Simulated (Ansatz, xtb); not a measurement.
Diatomic RuSe, multiplicity 7 (lowest of 2S+1 = 1, 3, 5, 7 at CCSD(T)/def2-TZVPP on PBE0 minima; our sources give no spin for the ground state, which may be another). No spin–orbit coupling. Se is treated without relativity.

The constants come from a fifth-degree fit in 1/R (seven points, main isotopes). Runs in def2 and cc sets follow the lowest solution found near the PBE0 minimum.

Run with Ansatz (a program for electronic structure); xtb for the GFN methods. Values without a source in brackets are computed. In def2 rows elements past Kr take small-core potentials, without spin–orbit coupling. The GFN methods have no spin term and hold the electronic entropy of 300 K.

| level | r_e (Å) | ω_e (cm⁻¹) | B_e (cm⁻¹) | ω_e x_e (cm⁻¹) | dipole (D) |
|---|---|---|---|---|---|
| GFN1-xTB | 2.311 | 288 | 0.0705 | 1.3 | - |
| SVWN5/def2-TZVPP | 2.298 | 302 | 0.0713 | 0.91 | 0.31 |
| PBE/def2-TZVPP | 2.343 | 278 | 0.0686 | 0.94 | 0.35 |
| r2SCAN/def2-TZVPP | 2.324 | 294 | 0.0697 | 0.92 | 0.75 |
| B97M-V/def2-TZVPP | 2.351 | 272 | 0.0681 | 1.1 | 0.86 |
| B3LYP/def2-TZVPP | 2.355 | 272 | 0.0679 | 1.0 | 0.52 |
| PBE0/def2-TZVPP | 2.317 | 294 | 0.0701 | 1.0 | 0.44 |
| BHLYP/def2-TZVPP | 2.342 | 278 | 0.0686 | 1.1 | 0.53 |
| CAM-B3LYP/def2-TZVPP | 2.323 | 291 | 0.0698 | 1.0 | 0.40 |
| wB97X-V/def2-TZVPP | 2.301 | 306 | 0.0711 | 1.1 | 0.21 |
| wB97M-V/def2-TZVPP | 2.307 | 300 | 0.0707 | 1.1 | 0.22 |
| CCSD/def2-TZVPP | 2.307 | 308 | 0.0707 | 0.97 | - |
| CCSD(T)/def2-TZVPP | 2.317 | 296 | 0.0701 | 1.1 | - |

Correlated levels freeze the inner cores; with def2 sets outer-core shells near the valence are correlated too.
